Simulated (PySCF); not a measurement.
**Two-component Hartree-Fock for Ni+ (nickel, charge +1)**

Start: [Ar] 3d9; 3d3/2 filled at m_j = -3/2, -1/2, +1/2, +3/2; 3d5/2 filled at m_j = -3/2, -1/2, +1/2, +3/2, +5/2. Calculated with PySCF 2.14 in x2c-SVPall-2c with one added diffuse shell each of s, d type (6s5p4d1f, 48 functions): generalised Hartree-Fock with the X2C-1e Hamiltonian and a Gaussian nucleus; one run each with spin-orbit coupling (SO) switched off, then screened by Boettger's factors.

```csv
spinor shell,electrons,"ε, spin-free (eV)","ε, screened SO (eV)",weight of nominal j (screened SO),"rms radius, screened SO (bohr)"
1s1/2,2,-8402.1,-8402.0,1.000,0.0625
2s1/2,2,-1052.0,-1051.9,1.000,0.265
2p1/2,2,-901.71,-913.99,0.999,0.236
2p3/2,4,-901.71,-895.67,1.000,0.239
3s1/2,2,-138.36,-138.35,1.000,0.799
3p1/2,2,-92.648,-95.281,0.942,0.849
3p3/2,4,-92.648,-91.338,0.971,0.857
3d3/2,4,-20.748,-21.329,0.795,1.19
3d5/2,5,-20.748,-20.287,0.836,1.22
```

```tsv
quantity	spin-free	screened SO
E (hartree)	-1518.54446	-1518.57234
M_J	5/2	5/2
⟨J²⟩	8.761	8.762
⟨L²⟩	6.008	6.010
⟨S²⟩	0.753	0.754
```

Each row is a mean over spinors that exchange with the open shell spreads, by up to 6.720 eV (3p3/2).

Rows whose weight is well below 1 are mixtures of j = l ± 1/2: exchange outweighs spin-orbit coupling there, and the label is only the starting occupation.

Without spin-orbit coupling the j labels of p, d and f shells carry no meaning; the spin-free column gives the mean over the occupied spinors of each nl shell.
